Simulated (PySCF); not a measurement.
Computed shifts of a molecule C2H3ClF2Si, PySCF with PBE/pcSseg-1, GIAO, gas phase, equivalent atoms averaged, in ppm (number of nuclei): ¹⁹F: -87.1 (1), -164.2 (1). ¹³C: 175.9 (1), 110.9 (1). ²⁹Si: 3.5 (1). ¹H: 7.61 (1), 6.50 (1), 5.38 (1). References: ¹⁹F against CFCl3 (σ = 133.6 ppm); ¹³C against TMS (σ = 182.0 ppm); ²⁹Si against TMS (σ = 335.4 ppm); ³⁵Cl against HCl (σ = 936.5 ppm); ¹H against TMS (σ = 31.49 ppm), references at their B3LYP-D3(BJ)/def2-TZVP geometries, non-relativistic (without spin–orbit terms, shifts of atoms bonded to Cl or Br come out too high). The structure is a stationary point at PBE-D3(BJ)/def2-SVP. The values are those of a single conformer.

Task: Which structure fits?
(A) F/C=C(/F)[SiH2]Cl
(B) FC(F)=C[SiH2]Cl
(C) F/C=C\[Si@H](F)Cl
(D) C=C(Cl)[SiH](F)F

Result: C, F/C=C\[Si@H](F)Cl
